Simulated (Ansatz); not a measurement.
`C[SiH2][AlH][O][SiH3]` → `[CH3][AlH][O][SiH3]` + `[SiH2]`  (silylene formation by 1,1-elimination)

Program: Ansatz. Geometries: PBE0-D4/def2-TZVP. ΔE: electronic, gas phase. CCSD(T)/CBS adds triple-zeta CCSD(T) − MP2 to the extrapolated MP2 energy (def2 sets, frozen cores). This one scheme is used for every species. Functionals use def2-TZVPP. B3LYP here is the variant with VWN-RPA as its local correlation; programs differ in this. Each species was taken in one conformer, which may not be the lowest.

Is it downhill or uphill in electronic energy at CCSD(T)/CBS, and by how much? (Best estimate.)

Ansatz gave: Uphill: ΔE = +231.0 kJ/mol.

What do these levels give: PBE-D4, B3LYP-D4, ωB97X-V, B3LYP, CCSD(T)/def2-TZVPP, MP2/def2-QZVPP? (Best estimate.)

Ansatz gave: PBE-D4 246.6, B3LYP-D4 227.0, ωB97X-V 242.3, B3LYP 212.9, CCSD(T)/def2-TZVPP 225.0, MP2/def2-QZVPP 241.1 kJ/mol.

Largest T1 diagnostic among the species: 0.014.

The D4 term adds +14.1 kJ/mol with B3LYP and +8.1 kJ/mol with PBE0; it sums over pairs of atoms, weighted by their polarisabilities, and B3LYP, whose exchange is more repulsive, gets the larger term. From PBE to PBE0 (25 % exact exchange), in def2-TZVPP and without D4, ΔE moves by +6.3 kJ/mol. In def2-TZVPP, CCSD(T) changes the Hartree–Fock value by +19.3 kJ/mol (the triples alone add +5.3 kJ/mol) and MP2 by +32.0 kJ/mol.
